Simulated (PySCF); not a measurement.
Compound: C5H6F2O2.
Atom-mapped SMILES: `[F:1][C@@H:2]1[O:3][CH2:4][C@@:5]12[CH2:6][O:7][C@@H:8]2[F:9]`

Geometry (PBE0-D3(BJ)/def2-SVP, Å), atoms numbered from 1 in this order:
```
atom  x, y, z in Å
F1     2.3159    0.3015   -0.6160
C2     1.5101    0.2423    0.4774
O3     1.6000   -0.9844    1.1278
C4     0.2191   -1.2865    0.8821
C5     0.0351    0.0317    0.1426
C6    -1.0650    1.0582    0.3867
O7    -1.3882    1.0799   -1.0074
C8    -0.4552    0.0869   -1.3032
F9    -1.0535   -1.0666   -1.7050
H10    1.7766    1.0984    1.1244
H11   -0.3553   -1.3823    1.8179
H12    0.0826   -2.1907    0.2682
H13   -1.9072    0.7094    1.0078
H14   -0.7257    2.0425    0.7502
H15    0.2642    0.3794   -2.0854
```

NICS = −σ at a ghost point: NICS(0) at the centroid of the ring atoms, NICS(1) 1 Å to either side along the normal of their mean plane, zz for the tensor component along that normal. Level: GIAO B3LYP/pcSseg-1 (PySCF, non-relativistic, gas phase) on the PBE0-D3(BJ)/def2-SVP geometry, one conformer.

Ring bond lengths (Å): C2–O3 1.391, O3–C4 1.435, C4–C5 1.523, C5–C2 1.527; C5–C6 1.524, C6–O7 1.431, O7–C8 1.394, C8–C5 1.528.

Q: Give the NICS values of each ring in ppm.

A: 
```tsv
ring	type	NICS(0)	NICS(1), two faces	NICS(1)zz, two faces	rms pucker (Å)	centre to ring atoms, mean (Å)
C2–O3–C4–C5	4-membered ring with O; formal bonds all single	-1.3	0.5 / -0.7	5.7 / 1.7	0.00	1.04
C5–C6–O7–C8	4-membered ring with O; formal bonds all single	-0.8	0.6 / -0.4	5.4 / 2.8	0.02	1.04
```

Q: What do they say, and how far can they be read as aromaticity?

A: 
- C2–O3–C4–C5: mean NICS(1)zz 3.7 ppm, deshielded. C2, C4, C5 have four or more neighbours, so the value isn't read as a sign of a π ring current. The two faces differ by 4.0 ppm, so no symmetry operation interchanges them.
- C5–C6–O7–C8: mean NICS(1)zz 4.1 ppm, deshielded. C5, C6, C8 have four or more neighbours; no verdict on aromaticity is drawn.

Q: Give the inner angles of the rings.

A: 
- C2–O3–C4–C5: C2 92.5°, O3 92.5°, C4 91.0°, C5 84.0°; sum 360.0° against 360° for a flat convex ring.
- C5–C6–O7–C8: C5 84.0°, C6 91.0°, O7 92.6°, C8 92.3°; sum 359.8° against 360° for a flat convex ring.

Q: How shielded are the nuclei of the rings and their hydrogens (means over atoms taken as equivalent)?

A: 
```json
{"atoms": "C2", "environment": "sp3 C–F carbon", "σ isotropic (ppm)": "61.7"}
{"atoms": "O3", "environment": "cyclic ether oxygen", "σ isotropic (ppm)": "244.7"}
{"atoms": "C4", "environment": "sp3 carbon bound to oxygen", "σ isotropic (ppm)": "108.3"}
{"atoms": "C5", "environment": "sp3 carbon at a ring junction", "σ isotropic (ppm)": "127.2"}
{"atoms": "C6", "environment": "sp3 carbon bound to oxygen", "σ isotropic (ppm)": "104.5"}
{"atoms": "O7", "environment": "cyclic ether oxygen", "σ isotropic (ppm)": "241.0"}
{"atoms": "C8", "environment": "sp3 C–F carbon", "σ isotropic (ppm)": "64.3"}
{"atoms": "H10", "environment": "methine hydrogen", "σ isotropic (ppm)": "25.53"}
{"atoms": "H11", "environment": "methylene hydrogen", "σ isotropic (ppm)": "27.13"}
{"atoms": "H12", "environment": "methylene hydrogen", "σ isotropic (ppm)": "26.48"}
{"atoms": "H13", "environment": "methylene hydrogen", "σ isotropic (ppm)": "26.77"}
{"atoms": "H14", "environment": "methylene hydrogen", "σ isotropic (ppm)": "26.86"}
{"atoms": "H15", "environment": "methine hydrogen", "σ isotropic (ppm)": "25.32"}
```

Q: How do the values depend on the level or the medium?

A: 
| level | NICS(0), C2–O3–C4–C5 | mean NICS(1)zz, C2–O3–C4–C5 | NICS(0), C5–C6–O7–C8 | mean NICS(1)zz, C5–C6–O7–C8 |
| --- | --- | --- | --- | --- |
| B3LYP/pcSseg-1, gas | -1.3 | 3.7 | -0.8 | 4.1 |
| PBE0/pcSseg-1, gas | -1.5 | 3.7 | -0.9 | 4.1 |

The geometry is the same throughout.

On an Intel Xeon Platinum 8488C with one thread, no GPU (shared host), this took 26 s and 0.98 GiB of memory at its peak. This is the whole shielding run at B3LYP/pcSseg-1, SCF included.
